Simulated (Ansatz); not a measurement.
Consider the ligand exchange at the Si–C bond: `N#C[SiH2]N[SiH3]` + H–F → `F[SiH2]N[SiH3]` + `C#N`.

Program: Ansatz. Geometries: PBE0-D4/def2-TZVP. ΔE: electronic, gas phase. CBS: MP2 limit from def2 TZ/QZ plus the TZ coupled-cluster correction, frozen cores. This one scheme is used for every species. DFT in def2-TZVPP. One conformer a species, not always the lowest.

`N#C[SiH2]N[SiH3]`:

```xyz
11

N     3.165    1.288   -0.056
C     2.317    0.552   -0.316
Si    0.925   -0.610   -0.737
N    -0.603    0.123   -0.528
Si   -1.573    0.170    0.911
H     1.149   -0.983   -2.151
H     1.066   -1.755    0.185
H    -0.913    0.709   -1.292
H    -1.601    1.525    1.521
H    -0.961   -0.792    1.859
H    -2.971   -0.228    0.603
```

H–F:

Z-matrix (Å, degrees):
```
F
H 1 0.920
```

`F[SiH2]N[SiH3]`:

Z-matrix (Å, degrees):
```
Si
N 1 1.706
F 1 1.601 2 112.6
H 1 1.478 2 108.8 3 117.8
H 1 1.480 2 109.3 3 -117.5
Si 2 1.733 1 128.1 3 -87.6
H 2 1.011 1 115.6 3 85.3
H 6 1.487 2 110.9 1 -127.0
H 6 1.487 2 112.0 1 112.6
H 6 1.483 2 106.7 1 -7.3
```

`C#N`:

Z-matrix (Å, degrees):
```
C
N 1 1.146
H 1 1.069 2 180.0
```

| level | ΔE (kJ/mol) | difference from CCSD(T)/CBS |
| --- | --- | --- |
| revPBE-D4 | -94.7 | 10.5 |
| r2SCAN-D4 | -109.1 | -3.9 |
| r2SCAN0-D4 | -108.1 | -2.9 |
| B2PLYP | -111.3 | -6.1 |
| revPBE | -100.5 | 4.7 |
| r2SCAN | -110.2 | -5.0 |
| r2SCAN0 | -109.4 | -4.2 |
| CAM-B3LYP | -116.9 | -11.7 |
| LC-ωPBE | -108.1 | -2.9 |
| HF/def2-SVP | -110.3 | -5.1 |
| MP2/def2-SVP | -104.3 | 0.9 |
| CCSD/def2-SVP | -106.4 | -1.2 |
| CCSD(T)/def2-TZVPP | -105.3 | -0.1 |
| HF/def2-QZVPP | -122.3 | -17.1 |
| MP2/def2-QZVPP | -103.8 | 1.4 |
| HF/CBS(def2) | -122.6 | -17.4 |
| CCSD(T)/CBS | -105.2 | 0 |

What do rigid-rotor, harmonic-oscillator terms from PBE0-D4/def2-TZVP frequencies (298.15 K, 1 bar) make of the CCSD(T)/CBS value? (Estimate.)

Computed: ΔZPE = +4.2 kJ/mol, ΔH = -103.9 kJ/mol, ΔS = -4 J/(mol·K), ΔG = -102.8 kJ/mol. Modes under 50 cm⁻¹ make the entropy rough.

Largest T1 diagnostic among the species: 0.014.

Leaving LDA and LC-ωPBE aside and taking each functional with its dispersion term where it has one, the values, not all of them listed here, spread over 19.1 kJ/mol, from B97M-V to revPBE-D4. In def2-TZVPP, CCSD(T) changes the Hartree–Fock value by +15.3 kJ/mol (the triples alone add +2.7 kJ/mol) and MP2 by +17.3 kJ/mol. The D4 term adds +5.3 kJ/mol with B3LYP and +3.1 kJ/mol with PBE0; it sums over pairs of atoms, weighted by their polarisabilities, and B3LYP, whose exchange is more repulsive, gets the larger term.

B3LYP here is the variant with VWN-RPA as its local correlation; programs differ in this.
